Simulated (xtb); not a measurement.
Harmonic IR lines of one isomer of C2H5NSi, unscaled. Method: GFN2-xTB (xtb).

| wavenumber (cm⁻¹) | relative intensity |
|---|---|
| 291 | 4.0 |
| 487 | 18 |
| 530 | 41 |
| 639 | 4.8 |
| 679 | 12 |
| 737 | 46 |
| 748 | 69 |
| 829 | 22 |
| 900 | 43 |
| 1535 | 8.8 |
| 2207 | 9.3 |
| 2243 | 100 |
| 2248 | 40 |

Say which structure gives these lines.
A) `C1=[SiH]CN1`
B) `N#CC[SiH3]`
C) `C#C[SiH2]N`
D) `C[SiH]=C=N`

C, `C#C[SiH2]N`
